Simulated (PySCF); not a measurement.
H2Br2ClNSn, singlet, geometry from GFN2-xTB (such geometries of metal compounds can be far from the true shape) (core potentials on Sn); DF-CAMB3LYP/def2-SV(P) run with PySCF.

Here is a job for PySCF.
```python
from pyscf import gto, scf, dft

mol = gto.Mole()
mol.atom = '''
    N     2.365912   -0.403885   -0.488247
    Sn    0.315741   -0.207441   -0.302525
    Cl   -0.696058   -1.088708   -2.186608
    Br   -0.095408    2.254394   -0.180455
    Br   -0.646859   -1.303194    1.783987
    H     2.619663   -1.334870   -0.801740
    H     2.844243   -0.249844    0.394429
'''
mol.basis = 'def2-sv(p)'
mol.ecp = {'Sn': 'def2-sv(p)'}
mol.charge = 0
mol.spin = 0
mol.verbose = 4
mol.max_memory = 1800
mol.build()

mf = dft.RKS(mol)
mf.xc = 'camb3lyp'
mf = mf.density_fit(auxbasis='def2-universal-jkfit')
mf.kernel()
```

What the program printed (banner, timings and long lists left out):

```
PySCF version 2.14.0

[INPUT] verbose = 4
[INPUT] num. atoms = 7
[INPUT] num. electrons = 118
[INPUT] charge = 0
[INPUT] spin (= nelec alpha-beta = 2S) = 0
[INPUT] symmetry False subgroup None
[INPUT] Mole.unit = angstrom
[INPUT] Symbol           X                Y                Z      unit          X                Y                Z       unit  Magmom
[INPUT]  1 N      2.365912000000  -0.403885000000  -0.488247000000 AA    4.470925714822  -0.763232035820  -0.922653111141 Bohr   0.0
[INPUT]  2 Sn     0.315741000000  -0.207441000000  -0.302525000000 AA    0.596664016296  -0.392006677006  -0.571689395834 Bohr   0.0
[INPUT]  3 Cl    -0.696058000000  -1.088708000000  -2.186608000000 AA   -1.315358986813  -2.057359949623  -4.132090261783 Bohr   0.0
[INPUT]  4 Br    -0.095408000000   2.254394000000  -0.180455000000 AA   -0.180294990093   4.260187236863  -0.341010527808 Bohr   0.0
[INPUT]  5 Br    -0.646859000000  -1.303194000000   1.783987000000 AA   -1.222386351210  -2.462679747176   3.371246839784 Bohr   0.0
[INPUT]  6 H      2.619663000000  -1.334870000000  -0.801740000000 AA    4.950445608656  -2.522538711898  -1.515069023109 Bohr   0.0
[INPUT]  7 H      2.844243000000  -0.249844000000   0.394429000000 AA    5.374840301711  -0.472136733866   0.745362785586 Bohr   0.0

nuclear repulsion = 890.914971387455
number of shells = 52
number of NR pGTOs = 277
number of NR cGTOs = 126
basis = def2-sv(p)
ecp = {'Sn': 'def2-sv(p)'}

******** <class 'pyscf.df.df_jk.DFRKS'> ********
method = DFRKS
initial guess = minao
damping factor = 0
level_shift factor = 0
DIIS = <class 'pyscf.scf.diis.CDIIS'>
diis_start_cycle = 1
diis_space = 8
diis_damp = 0
SCF conv_tol = 1e-09
SCF conv_tol_grad = None
SCF max_cycles = 50
direct_scf = False
XC library pyscf.dft.libxc version 7.1.2
    S. Lehtola, C. Steigemann, M. J. T. Oliveira, and M. A. L. Marques,  SoftwareX 7, 1–5 (2018)
XC functionals = camb3lyp
    T. Yanai, D. P. Tew, and N. C. Handy,  Chem. Phys. Lett. 393, 51 (2004)
radial grids:
    Treutler-Ahlrichs [JCP 102, 346 (1995); DOI:10.1063/1.469408] (M4) radial grids

becke partition: Becke, JCP 88, 2547 (1988); DOI:10.1063/1.454033
pruning grids: <function nwchem_prune>
grids dens level: 3
symmetrized grids: False
atomic radii adjust function: <function treutler_atomic_radii_adjust>
small_rho_cutoff = 0
Set gradient conv threshold to 3.16228e-05
Initial guess from minao.
tot grids = 115208
******** <class 'pyscf.df.df.DF'> ********
auxbasis = def2-universal-jkfit
Create RSH-DF object <pyscf.df.df.DF object> for omega=0.33
******** <class 'pyscf.df.df.DF'> ********
auxbasis = auxmol.basis = def2-universal-jkfit
init E= -5853.38054335944
  HOMO = -0.665158363024224  LUMO = -0.604835231035025  gap/eV = 1.64148
cycle= 1 E= -5876.68113110801  delta_E= -23.3  |g|= 2.63  |ddm|= 7.37
  HOMO = -0.100135956770952  LUMO = 0.137713601760448  gap/eV = 6.47222
cycle= 2 E= -5876.71699297786  delta_E= -0.0359  |g|=  2.7  |ddm|= 6.28
  HOMO = -0.325137127508847  LUMO = -0.0676142501324222  gap/eV = 7.00755
cycle= 3 E= -5878.29263417777  delta_E= -1.58  |g|= 0.137  |ddm|=  2.7
  HOMO = -0.353076863975746  LUMO = -0.0799432169518326  gap/eV = 7.43235
cycle= 4 E= -5878.2960384526  delta_E= -0.0034  |g|= 0.0733  |ddm|= 0.239
  HOMO = -0.346335568502832  LUMO = -0.0734008346618324  gap/eV = 7.42693
cycle= 5 E= -5878.29683790375  delta_E= -0.000799  |g|= 0.018  |ddm|= 0.0771
  HOMO = -0.349432216829018  LUMO = -0.0728927118783318  gap/eV = 7.52502
cycle= 6 E= -5878.29691276343  delta_E= -7.49e-05  |g|= 0.0105  |ddm|= 0.029
  HOMO = -0.347964022737104  LUMO = -0.0725224358721448  gap/eV = 7.49515
cycle= 7 E= -5878.29693936272  delta_E= -2.66e-05  |g|= 0.00174  |ddm|= 0.0106
  HOMO = -0.348076638552638  LUMO = -0.0725498432931175  gap/eV = 7.49747
cycle= 8 E= -5878.29694132585  delta_E= -1.96e-06  |g|= 0.000721  |ddm|= 0.00507
  HOMO = -0.348052224650322  LUMO = -0.072599629911366  gap/eV = 7.49545
cycle= 9 E= -5878.29694167664  delta_E= -3.51e-07  |g|= 0.000236  |ddm|= 0.00221
  HOMO = -0.348065147640942  LUMO = -0.0726079891218703  gap/eV = 7.49557
cycle= 10 E= -5878.29694171977  delta_E= -4.31e-08  |g|= 6.43e-05  |ddm|= 0.000959
  HOMO = -0.348057275030708  LUMO = -0.072595113630527  gap/eV = 7.49571
cycle= 11 E= -5878.29694172161  delta_E= -1.83e-09  |g|= 3.04e-05  |ddm|= 0.000183
  HOMO = -0.348059171185993  LUMO = -0.0725993681569079  gap/eV = 7.49564
cycle= 12 E= -5878.296941722  delta_E= -3.97e-10  |g|= 4.26e-06  |ddm|= 7.47e-05
  HOMO = -0.348059101316654  LUMO = -0.0725996440570427  gap/eV = 7.49563
Extra cycle  E= -5878.29694172203  delta_E= -3.27e-11  |g|= 3.44e-06  |ddm|= 1.27e-05
converged SCF energy = -5878.29694172203
```
